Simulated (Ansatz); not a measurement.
System: 2,2-difluoropropanal, C₃H₄F₂O, charge 0, multiplicity 1. 
Coordinates optimised at B3LYP-D3(BJ)/def2-TZVP (Ansatz, a first-principles code):
```
C
F 1 1.3754
F 1 1.3754 2 106.16
C 1 1.4977 2 110.86 3 120.47
H 4 1.0884 1 109.77 2 -179.11
H 4 1.0884 5 108.70 1 120.08
H 4 1.0890 5 109.80 6 120.14
C 1 1.5361 2 105.97 3 -112.39
O 8 1.1968 1 123.57 2 -123.74
H 8 1.1067 9 123.17 1 180.00
```
Charge 0, spin multiplicity 1.

Computed values are from Ansatz. Valence correlation only, unless marked. UHF or UKS for open shells. No spin-orbit coupling. No relativistic terms. Basis-set limits of correlation are two-point, X^-3; Hartree-Fock from the larger set. The bracket is a focal-point correction in the basis named.

### Question
What is the atomisation energy De at RI-MP2/CBS(cc-pVTZ,cc-pVQZ)+[CCSD(T)-MP2]/cc-pVTZ?

### Answer
4163.6 kJ/mol.

### Question
What is the dipole moment at CCSD(T)/aug-cc-pVDZ?

### Answer
0.73 D.

### Question
What is the total energy at RI-MP2/CBS(cc-pVTZ,cc-pVQZ)+[CCSD(T)-MP2]/cc-pVTZ?

### Answer
-391.2959 Eh.

### Question
What is the T1 diagnostic at CCSD/cc-pVTZ?

### Answer
0.013.
